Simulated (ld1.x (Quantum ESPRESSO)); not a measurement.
# An all-electron radial function and its pseudo partner (lithium)

Columns: radius, all-electron u(r) and pseudo u(r) of the 2s shell (level -3.15 eV) of lithium in the configuration [He] 2s0.5 2p0.5; PW91, non-relativistic, TM semilocal scheme, ld1.x (Quantum ESPRESSO) 7.5.

```csv
r (bohr),all-electron,pseudo
0.217,0.1816,-0.0353
0.435,0.1681,-0.0717
0.652,0.0846,-0.1100
0.870,-0.0191,-0.1516
1.088,-0.1212,-0.1969
1.305,-0.2126,-0.2458
1.522,-0.2906,-0.2976
1.740,-0.3546,-0.3502
1.957,-0.4060,-0.3997
2.175,-0.4475,-0.4428
2.392,-0.4784,-0.4763
2.610,-0.4999,-0.4994
2.827,-0.5129,-0.5128
3.045,-0.5184,-0.5184
3.262,-0.5176,-0.5176
3.480,-0.5114,-0.5114
3.697,-0.5008,-0.5008
3.915,-0.4866,-0.4866
4.132,-0.4696,-0.4696
4.350,-0.4503,-0.4503
4.567,-0.4295,-0.4295
4.785,-0.4075,-0.4075
5.002,-0.3851,-0.3851
5.220,-0.3623,-0.3623
5.437,-0.3397,-0.3397
5.655,-0.3175,-0.3175
```

Question: How many radial nodes do the two functions have?

Answer: The all-electron 2s function has n − l − 1 = 1; the pseudo-wave has 0, since the states of the same l below it are removed with the core.

Question: At about which radius was the pseudo-wave matched?

Answer: 3.05 bohr. The columns agree to 0.0005 from 2.83 bohr on; several derivatives are matched, so the curves merge somewhat inside the radius.

Question: Where does each function peak?

Answer: Outermost all-electron maximum near 3.04 bohr, pseudo maximum near 3.04 bohr (to the table’s step).

Question: Is the pseudo-wave norm-conserving?

Answer: Yes: the TM semilocal scheme keeps the norm inside the radius equal to the all-electron one, which fixes the energy derivative of the logarithmic derivative at the level.
